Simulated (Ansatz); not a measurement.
A nudged elastic band was laid between two geometries of CH$_{5}$ClSn (8 atoms, charge 0, multiplicity 1).

Level of theory: RHF/def2-SVP (Ansatz).

| Property | Result |
| --- | --- |
| movable images | 7 |
| climbing image | yes |
| spring | 5.0 eV/Å² |
| optimiser | quadratic models (default) |
| start path | through a guess of the saddle point |
| force threshold | 0.05 eV/Å |
| iteration limit | 60 |
| end points | relaxed |

Image 0:

```xyz
8
Properties=species:S:1:pos:R:3
Sn 0.513 -0.046 0.020
C 1.053 -0.003 2.098
H 0.159 -0.088 2.716
H 1.724 -0.831 2.331
H 1.555 0.936 2.331
H 1.845 0.154 -1.024
Cl -0.886 1.833 -0.355
H -0.420 -1.409 -0.402
```

Image 8:

```xyz
8
Properties=species:S:1:pos:R:3
Sn -0.375 0.030 -1.552
C 1.683 -0.097 2.055
H 1.105 -0.999 2.260
H 2.210 0.207 2.959
H 1.013 0.706 1.744
H 2.413 -0.299 1.270
Cl -1.123 2.035 -0.451
H -1.383 -1.037 -0.569
```

(1) What changes between the two ends?

(2) What energy profile does the band end with?

(3) What is the geometry of the highest image?

Answers

(1) Bonds broken: Sn1–C2, Sn1–H6. Bonds formed: C2–H6. CH5ClSn becomes CH4 + ClHSn.

(2) It converged. The highest image is number 3 of 0 to 8, 3.36 eV above the first end and 3.54 eV above the last; the last end lies 0.18 eV below the first. Neighbouring images differ by up to 3.2 eV, so the band resolves the path poorly. A vibrational analysis at the climbing image gives one clearly imaginary mode, 1562i cm⁻¹: a first-order saddle point. The orbitals stay closed-shell, which can raise the energy where a bond breaks towards radicals; this wasn't checked here.

```tsv
image	path coordinate (Å)	energy (eV)	Sn1–C2 (Å)	Sn1–H6 (Å)	C2–H6 (Å)
0	0.00	0.00	2.15	1.70	3.22
1	1.18	0.01	2.15	1.70	3.23
2	2.36	0.16	2.13	1.69	2.91
3	3.54	3.36	2.46	1.69	1.81
4	4.11	1.08	2.69	1.96	1.25
5	4.68	-0.05	3.21	2.47	1.10
6	5.26	-0.15	3.62	3.02	1.09
7	5.83	-0.17	3.90	3.46	1.09
8	6.40	-0.18	4.15	3.98	1.09
```

(3) 
```xyz
8
Properties=species:S:1:pos:R:3
Sn 0.319 -0.153 -0.439
C 1.156 -0.041 1.870
H 0.868 -0.978 2.341
H 2.209 0.171 2.041
H 0.551 0.799 2.208
H 1.860 -0.346 0.230
Cl -0.366 2.120 -0.561
H -1.055 -1.025 0.025
```

The run took 6 min on 1 thread of Arm Neoverse V1 (shared host), peak memory 0.16 GiB.
